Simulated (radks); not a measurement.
Coulomb parameter of the 4f shell of the erbium ion Er3+ in the model configuration [Xe] 4f9.5 6p1.5, as a second difference U = [E(n + 1) + E(n - 1) - 2 E(n)] / (1)^2 with all orbitals relaxed. "Bare": the charge of the atom changes with n. "Screened": the 6p shell takes up the change at fixed total charge, which measures U(4f,4f) + U(6p,6p) - 2 U(4f,6p). Method: scalar-relativistic Kohn-Sham, SCAN, spin-unpolarised, spherical densities, finite nucleus; meta-GGA in the generalised Kohn-Sham scheme; Fermi nuclear charge, rms radius 5.2516 fm; computed with a radial shooting solver on a logarithmic mesh with Libxc functionals.

| case | configuration | E - E(n) (eV) |
|---|---|---|
| start | [Xe] 4f9.5 6p1.5 | 0.000 |
| bare +1 | [Xe] 4f10.5 6p1.5 | -43.668 |
| bare -1 | [Xe] 4f8.5 6p1.5 | 65.224 |
| screened +1 | [Xe] 4f10.5 6p0.5 | -27.384 |
| screened -1 | [Xe] 4f8.5 6p2.5 | 38.086 |

U(bare) = 21.556 eV, U(screened by 6p) = 10.701 eV, against the Slater integral F0(4f,4f) = 35.254 eV with frozen orbitals.
